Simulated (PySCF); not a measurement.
## Diatomic cations of C with the second period

PBE0 with double-zeta basis sets in PySCF, for the lowest determinant that a PBE0 search found; no spin–orbit coupling. De refers to high-spin ground-configuration atoms (the charge goes to the atom of lower measured ionisation energy or higher electron affinity, which is not always the lowest computed limit). A positive dipole points towards C; it is taken about the centre of mass and depends on that origin.

```csv
M,basis,charged atom,state (unpaired electrons),Re (Å),ωe (cm⁻¹),De (eV),μ (D)
Li,def2-SVPD,Li+,"triplet (σ ↑, π ↑)",2.301,326,0.52,-5.49
Be,aug-cc-pVDZ,Be+,"quartet (σ ↑, π ↑↑)",1.581,1121,2.86,-5.50
C,cc-pVDZ,C+,"quartet (σ ↑, π ↑↑)",1.409,1374,5.96,n/a
N,def2-SVP,C+,"triplet (σ ↑, π ↑)",1.228,1891,5.39,2.09
O,jorge-DZP-DKH,C+,doublet (σ ↑),1.120,2323,8.30,2.72
F,aug-cc-pVDZ,C+,singlet (closed shell),1.163,1765,7.73,1.07
```

The shortest bond is that of CO⁺ (1.120 Å), the longest that of LiC⁺ (2.301 Å).

The rows differ in basis set, which adds steps of its own.

The state changes along the series, so neighbouring rows are not always alike in their bonding.

For an ion De counts to the pair picked by the measured ionisation energies or electron affinities, which need not be the lowest pair at this level. States were picked by a PBE0 search and need not be the measured ground states.
